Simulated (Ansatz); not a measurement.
`C[Se][Si](F)(F)F` + H₂ → `F[Si](F)(F)[SeH]` + CH₄ at 700 K and 1 bar (hydrogenolysis of the Se–C bond).

Program: Ansatz. Geometries: PBE0-D4/def2-TZVP. ΔE: electronic, gas phase. CCSD(T)/CBS adds triple-zeta CCSD(T) − MP2 to the extrapolated MP2 energy (def2 sets, frozen cores). This one scheme is used for every species. For Se outer-core shells are correlated without core-valence functions, which leaves a few kJ/mol of doubt a bond. Scalar relativity is left out up to krypton. Each species was taken in one conformer, which may not be the lowest.

```
           species  CCSD(T)/CBS energy (Eh)  H − E (kJ/mol)  S (J/(mol·K))
`C[Se][Si](F)(F)F`              -3029.26210           206.3          503.6
                H₂                 -1.17544            46.8          155.3
`F[Si](F)(F)[SeH]`              -2990.00244           109.4          435.9
               CH₄                -40.46206           145.9          224.0
```

H − E and S are ideal-gas, rigid-rotor, harmonic terms from PBE0-D4/def2-TZVP, for one conformer and one mirror image of each species. For small species the MP2-based limit differs from directly extrapolated CCSD(T) by up to some mEh (0.8 for H₂); such offsets cancel only in part. 1 Eh = 2625.50 kJ/mol, R = 8.31446 J/(mol·K).

By hand: ΔE, ΔH, ΔS and ΔG.

ΔE = (-2990.00244) + (-40.46206) − (-3029.26210) − (-1.17544) = -0.02696 Eh = -70.8 kJ/mol. Δ(H − E) = 109.4 + 145.9 − 206.3 − 46.8 = 2.2, so ΔH = -68.6 kJ/mol. ΔS = 435.9 + 224.0 − 503.6 − 155.3 = 1.0 J/(mol·K). ΔG = -68.6 − 700 × (1.0)/1000 = -69.3 kJ/mol.

By hand: the equilibrium constant, and the temperature at which ΔG would vanish if ΔH and ΔS stayed fixed.

log₁₀ K = −ΔG/(RT ln 10) = 5.2. ΔH and −TΔS have one sign here, so there is no such temperature. One of them is within its doubt of zero, so this could turn.

The number of gas molecules stays the same, so ΔS is small and ΔH decides. A doubt of 5 kJ/mol in ΔE shifts log₁₀ K by 0.4 here. Other conformers and mirror images would add mixing entropy, several J/(mol·K) or more a flexible species. Modes under 60 cm⁻¹, often nearly free rotors, make the harmonic entropy too high. These are equilibria of isolated gas molecules and say nothing of rates. Largest T1 diagnostic: 0.011 (customary marks: 0.02 for closed shells, 0.045 for open ones).
